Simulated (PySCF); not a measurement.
Cartesian coordinates (Å):
```xyz
14

Ta    -0.0654    -0.0388     0.0286
Cl     0.9614     1.5823     1.5269
N     -0.5580    -1.1354    -1.5706
H     -0.1612    -1.0683    -2.5079
H     -1.2642    -1.8690    -1.5599
N     -0.7602     1.5960    -0.9049
H     -0.4857     2.5426    -0.6500
H     -1.2447     1.5867    -1.7989
N      1.7778    -0.8310    -0.0170
H      2.0674    -1.5809    -0.6399
H      2.5837    -0.3942     0.4258
N     -1.3324    -0.9097     1.2676
H     -2.2564    -0.5482     1.5016
H     -1.0875    -1.6641     1.9082
```
Charge 0, multiplicity 1.

Problem. Give the charge on the central atom (Mulliken), HOMO, total energy, HOMO–LUMO gap, LUMO and dipole moment at the level TPSSh-D3(BJ)/def2-TZVP // r2SCAN-D4/def2-SVP (PySCF).

Solution. 
```
Property                                      Value
-------------------------------------  ------------
charge on the central atom (Mulliken)        1.34 e
HOMO                                       -6.43 eV
total energy                           -20174.55 eV
HOMO–LUMO gap                               4.86 eV
LUMO                                       -1.56 eV
dipole moment                             0.898 e·Å
```
